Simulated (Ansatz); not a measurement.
`CC(C)[O][Sn][O]C(C)C` at its PBE0-D4/def2-TZVP geometry, where that method's forces vanish. The species carries charge 0 and has multiplicity 1. Sn: def2 effective core potential.

```xyz
23

C    -1.5487    2.4208    1.1237
C    -0.4090    2.3421    0.1253
C    -0.8837    2.5877   -1.2947
O     0.1848    1.0663    0.2003
Sn    2.0824    0.7374    0.6830
O     1.9301   -1.2172    0.5755
C     0.7766   -1.9757    0.2557
C     0.6498   -2.1144   -1.2499
C     0.8953   -3.3211    0.9436
H    -2.0370    3.3982    1.0892
H    -2.2921    1.6516    0.8992
H    -1.1828    2.2531    2.1390
H     0.3243    3.1282    0.3813
H    -1.3589    3.5676   -1.3884
H    -0.0457    2.5424   -1.9938
H    -1.6073    1.8204   -1.5816
H    -0.1190   -1.4601    0.6269
H     1.5466   -2.5858   -1.6611
H    -0.2161   -2.7273   -1.5139
H     0.5233   -1.1329   -1.7122
H     0.9916   -3.1910    2.0233
H     0.0150   -3.9384    0.7462
H     1.7805   -3.8519    0.5835
```

(1) What forces (eV/Å) does r2SCAN-D4/def2-TZVPP give on these atoms in the Gaussian-basis code of Ansatz? (An estimate is asked.)

Answers

(1) Computed: 
```
C1  -0.110 -0.004  0.100
C2  -0.020  0.320  0.018
C3  -0.043  0.013 -0.141
O4  -0.015 -0.313 -0.026
Sn5  0.184  0.150  0.050
O6   0.243  0.016  0.051
C7  -0.296 -0.071 -0.003
C8  -0.004 -0.005 -0.146
C9   0.018 -0.128  0.071
H10  0.009 -0.016 -0.003
H11  0.008  0.006 -0.002
H12 -0.004  0.000 -0.012
H13  0.023  0.009  0.007
H14  0.007 -0.016  0.005
H15 -0.009 -0.003  0.008
H16  0.005  0.005  0.007
H17 -0.015  0.017  0.011
H18 -0.007  0.004  0.008
H19  0.011  0.006  0.007
H20  0.009 -0.006  0.005
H21  0.001 -0.005 -0.015
H22  0.014  0.012  0.001
H23 -0.008  0.009  0.000
```
